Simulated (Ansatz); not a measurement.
Born–Oppenheimer molecular dynamics of Cl3Ga (4 atoms, charge 0, multiplicity 1). It starts from a relaxed structure.

Theory: RKS PBE0-D4/def2-SVP (Ansatz 0.2.0).

```json
{"ensemble": "NVE (velocity Verlet)", "time step": "1 fs", "steps asked": "150", "starting velocities drawn for": "300 K", "seed": "966467"}
```

First frame:

```xyz
4
Properties=species:S:1:pos:R:3
Ga 0.000 0.000 0.000
Cl 0.000 0.000 2.121
Cl 1.837 0.000 -1.060
Cl -1.837 0.000 -1.060
```

Q: How far do the bonds stretch over the last three quarters of this one trajectory? (Pairs bonded in most of those frames.)

A: 
```tsv
bond	mean (Å)	spread (Å)	shortest	longest
Ga1–Cl2	2.136	0.043	2.06	2.19
Ga1–Cl3	2.118	0.012	2.10	2.14
Ga1–Cl4	2.117	0.023	2.09	2.16
```

Mean temperature of the second half: 175 K. The conserved energy stayed within 0.025 meV per atom of its start (net change 0.011 meV per atom), so the integration is sound. A run of 0.15 ps of so small a system gives no equilibrium averages.

Time of the run: 9.3 min on 1 thread of Arm Neoverse V1, with other jobs on the host, peak memory 0.19 GiB.
